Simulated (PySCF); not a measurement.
**Radial density of Cl (chlorine, neutral)**

wB97X-V, [Ne] 3s2 3p5, 2P determinant. Computed with PySCF 2.14 in aug-cc-pV(T+d)Z with one added diffuse shell each of s, p, d, f type (7s6p5d3f, 71 functions), with no relativity, point nucleus.

```json
{"r (bohr)": "0.00190", "4πr²ρ (e/bohr)": "0.1364", "4πr²(ρα − ρβ)": "0.0000"}
{"r (bohr)": "0.00319", "4πr²ρ (e/bohr)": "0.3696", "4πr²(ρα − ρβ)": "0.0000"}
{"r (bohr)": "0.00537", "4πr²ρ (e/bohr)": "0.9707", "4πr²(ρα − ρβ)": "0.0000"}
{"r (bohr)": "0.00903", "4πr²ρ (e/bohr)": "2.426", "4πr²(ρα − ρβ)": "0.0001"}
{"r (bohr)": "0.0152", "4πr²ρ (e/bohr)": "5.570", "4πr²(ρα − ρβ)": "0.0002"}
{"r (bohr)": "0.0255", "4πr²ρ (e/bohr)": "11.11", "4πr²(ρα − ρβ)": "0.0007"}
{"r (bohr)": "0.0430", "4πr²ρ (e/bohr)": "17.55", "4πr²(ρα − ρβ)": "0.0035"}
{"r (bohr)": "0.0723", "4πr²ρ (e/bohr)": "19.24", "4πr²(ρα − ρβ)": "0.0160"}
{"r (bohr)": "0.122", "4πr²ρ (e/bohr)": "14.28", "4πr²(ρα − ρβ)": "0.0583"}
{"r (bohr)": "0.204", "4πr²ρ (e/bohr)": "15.20", "4πr²(ρα − ρβ)": "0.1260"}
{"r (bohr)": "0.344", "4πr²ρ (e/bohr)": "19.12", "4πr²(ρα − ρβ)": "0.0927"}
{"r (bohr)": "0.579", "4πr²ρ (e/bohr)": "8.636", "4πr²(ρα − ρβ)": "0.0068"}
{"r (bohr)": "0.973", "4πr²ρ (e/bohr)": "3.791", "4πr²(ρα − ρβ)": "0.4061"}
{"r (bohr)": "1.64", "4πr²ρ (e/bohr)": "4.124", "4πr²(ρα − ρβ)": "0.6021"}
{"r (bohr)": "2.75", "4πr²ρ (e/bohr)": "1.093", "4πr²(ρα − ρβ)": "0.1593"}
{"r (bohr)": "4.63", "4πr²ρ (e/bohr)": "0.06420", "4πr²(ρα − ρβ)": "0.0071"}
{"r (bohr)": "7.79", "4πr²ρ (e/bohr)": "0.0002465", "4πr²(ρα − ρβ)": "0.0000"}
```
